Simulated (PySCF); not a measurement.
C6H11O2: g tensor and hyperfine couplings

C₆H₁₁O₂ (doublet state).
Z-matrix (Å and degrees, GFN2-xTB geometry), rows numbered from 1:
```
C 
C   1  1.5214
C   2  1.5467  1  111.07
C   3  1.4686  2  111.05  1   179.03
C   4  1.4276  3  121.29  2   105.37
O   5  1.2197  4  125.87  3     3.01
O   5  1.3621  4  111.78  3  -176.80
C   7  1.4147  5  115.36  4   178.86
H   1  1.0879  2  110.76  3   -62.35
H   1  1.0874  2  110.57  3    57.99
H   1  1.0878  2  110.09  3   177.73
H   2  1.0916  1  109.96  3   121.00
H   2  1.0907  1  109.88  3  -119.99
H   3  1.0911  2  109.02  1   -60.53
H   3  1.0941  2  107.52  1    58.38
H   4  1.0777  3  120.60  2   -69.43
H   8  1.0927  7  110.50  5    55.39
H   8  1.0931  7  110.35  5   -64.57
H   8  1.0871  7  106.41  5   175.62
```

The hyperfine couplings belong to this conformer and change with its torsions.

As a line formula: `CCC[CH]C(=O)OC` [radical].

Method: PySCF 2.14.0, UKS B3LYP, pcH-1 on C H O, non-relativistic, mean-field spin-orbit, GIAO. Geometry: GFN2-xTB, one conformer, isolated molecule. A GFN2-xTB geometry isn't a minimum of the functional, and hyperfine couplings can be far from their values at a DFT geometry. No stability test was run, so a lower SCF solution isn't excluded.

```json
{
 "g1, g2, g3": "2.00212, 2.00373, 2.00509",
 "g_iso": "2.00365",
 "Form of g": "rhombic: the two nearest values differ by 46 % of g3 − g1",
 "⟨S²⟩": "0.7562 (exact 0.7500)",
 "α and β electrons": "32, 31",
 "HOMO–LUMO gap, α and β orbitals": "7.47, 4.46 eV",
 "Total energy": "-385.70917 Eh"
}
```

Isotropic coupling and dipolar principal values T1 to T3, in MHz; ρ(0) is the spin density at the nucleus:

```
atom  isotope  a_iso     T1     T2     T3  Mulliken spin population  ρ(0) (bohr⁻³)
  C1      13C    2.9   -1.3   -1.3    2.7                      0.01         0.0026
  C2      13C   61.3   -5.7   -5.6   11.4                      0.04         0.0545
  C3      13C  -26.8   -2.7    0.5    2.2                     -0.07        -0.0238
  C4      13C   69.7  -68.7  -68.0  136.6                      0.88         0.0620
  C5      13C  -40.6   -5.6    0.2    5.4                     -0.07        -0.0361
  O6      17O  -12.1  -55.0   27.3   27.6                      0.17         0.0199
  O7      17O   -0.4  -14.5    6.5    8.0                      0.04         0.0007
  C8      13C   -2.3   -0.5    0.1    0.5                      0.00        -0.0020
  H9       1H   -0.6   -1.6   -0.6    2.2                      0.00        -0.0001
 H10       1H   -0.4   -1.5   -0.8    2.3                      0.00        -0.0001
 H11       1H    3.9   -1.4   -0.5    1.8                      0.00         0.0009
 H12       1H   -3.5   -4.7   -2.1    6.8                      0.00        -0.0008
 H13       1H   -4.1   -5.1   -1.7    6.7                      0.00        -0.0009
 H14       1H    6.6   -4.2   -3.3    7.4                      0.00         0.0015
 H15       1H   70.1   -4.6   -3.5    8.1                      0.03         0.0157
 H16       1H  -53.9  -32.3   -1.5   33.8                     -0.04        -0.0121
 H17       1H    8.0   -1.7   -0.9    2.7                      0.00         0.0018
 H18       1H    9.9   -1.6   -1.0    2.6                      0.00         0.0022
 H19       1H    0.1   -1.1   -1.0    2.2                      0.00         0.0000
```

The Mulliken spin populations are largest on C4 (+0.88), O6 (+0.17), C3 (-0.07) and C5 (-0.07). The positive populations add up to 1.18 and the negative ones to -0.18, together 2S = 1. The angles at C4 add up to 359.8°, so it is planar; its axial dipolar tensor and the negative coupling of its proton fit spin in a p orbital normal to that plane.

Axes: g2 points within 6° of the C3–C4 bond.

Under fast tumbling the dipolar parts average out, and these isotropic splittings remain: 1 × 1H (H16, I = 1/2, 2 lines) with 1.92 mT, 2 × 1H (H14/H15, I = 1/2, 3 lines) with 1.37 mT, 3 × 1H (H17/H18/H19, I = 1/2, 4 lines) with 0.21 mT, 2 × 1H (H12/H13, I = 1/2, 3 lines) with 0.13 mT and 3 × 1H (H9/H10/H11, I = 1/2, 4 lines) with 0.03 mT.

Nuclei that the bonding pattern makes equivalent are averaged, as if the motion that swaps them (rotation, inversion, ring flip) were fast. The three 1H nuclei of mean +6.0 MHz run from 0.1 to 9.9 MHz in the frozen geometry. The 1H value of +38.3 MHz is a mean of couplings from 6.6 to 70.1 MHz in this one geometry, not an average over conformers.

The 17O coupling of O6 (-12.1 MHz) shows only in satellite lines or after enrichment, since that isotope makes up about 0.038 % of natural oxygen.

The 13C coupling of C4 (69.7 MHz) shows only in satellite lines or after enrichment, since that isotope makes up about 1.07 % of natural carbon.

On Arm Neoverse N1, one thread, on a shared host, this took 2.4 min of wall time (with the writing of density and orbital grids) and 0.98 GiB of memory at its peak.
